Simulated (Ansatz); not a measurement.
The lowest singlet and triplet of GaH (SMILES [GaH]); geometries from B3LYP-D3(BJ)/def2-TZVP, each state relaxed from the structure named, with no frequency check.
Singlet (charge 0, multiplicity 1):
```xyz
2

Ga     0.0000     0.0000    -0.0528
H      0.0000     0.0000     1.6363
```

A positive gap puts the triplet lower; no zero-point energy. R- takes a restricted singlet. The triplet is unrestricted in single-reference levels. Active spaces average the two states.

Frozen-core correlation. Filled d and f shells under p-block atoms count as core.

Codes used: Ansatz (Gaussian orbitals). 

R-PBE/def2-TZVPP gives -199.7 kJ/mol for the gap E(singlet) − E(triplet), vertical, at the singlet's geometry.

Problem. How do the other levels lie against it? Give each less PBE: R-r2SCAN/def2-TZVPP, R-B3LYP/def2-TZVPP, R-wB97M-V/def2-TZVPP, R-B2PLYP/def2-TZVPP, R-MP2/cc-pVQZ, R-CCSD(T)/cc-pVQZ, SC-NEVPT2 on SA-CASSCF(4,5)/cc-pVQZ, FIC-MRCISD+Q on SA-CASSCF(4,5)/cc-pVQZ, FCI/cc-pVQZ.

Solution. R-r2SCAN/def2-TZVPP 17.4; R-B3LYP/def2-TZVPP -13.6; R-wB97M-V/def2-TZVPP -15.1; R-B2PLYP/def2-TZVPP -6.7; R-MP2/cc-pVQZ 11.6; R-CCSD(T)/cc-pVQZ 2.6; SC-NEVPT2 on SA-CASSCF(4,5)/cc-pVQZ 1.4; FIC-MRCISD+Q on SA-CASSCF(4,5)/cc-pVQZ 1.5; FCI/cc-pVQZ 1.1 kJ/mol. 6 of 9 lie above PBE; the widest gap is to R-r2SCAN/def2-TZVPP.

Ansatz is a first-principles code.
